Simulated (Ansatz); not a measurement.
System: C2H6BrGa, net charge 0, singlet state. 
Structure (B3LYP-D3(BJ)/def2-TZVP (Ansatz, a first-principles code) minimum search):
```
Ga
C 1 1.9690
H 2 1.0896 1 111.97
H 2 1.0909 3 109.29 1 -121.24
H 2 1.0909 3 109.29 4 -117.52
C 1 1.9690 2 132.81 3 0.00
H 6 1.0896 1 111.97 2 0.00
H 6 1.0909 7 109.29 1 121.24
H 6 1.0909 7 109.29 8 117.52
Br 1 2.3420 2 113.59 3 180.00
```

Basis-set convergence of Hartree-Fock and MP2 correlation energies (hartree) with Ansatz. Cores are frozen in the correlated levels unless marked. Spin-orbit coupling is left out. Frozen are the shells of the preceding noble gas and the d and f shells that filled before the atom's block. No relativistic terms.

```tsv
basis	functions	E(HF)	E(corr, MP2)
aug-cc-pVDZ	172	-4574.91613	-0.49120
aug-cc-pVTZ	348	-4575.08467	-0.60370
aug-cc-pVQZ	622	-4575.09465	-0.64324
```

Extrapolating the two largest sets (X = 3 and 4) as X^-3: E(corr) = (64·(-0.64324) - 27·(-0.60370))/37 = -0.6721 Eh, an estimate of the basis-set limit. The largest set recovers 95.7 % of it, the smallest 73.1 %.
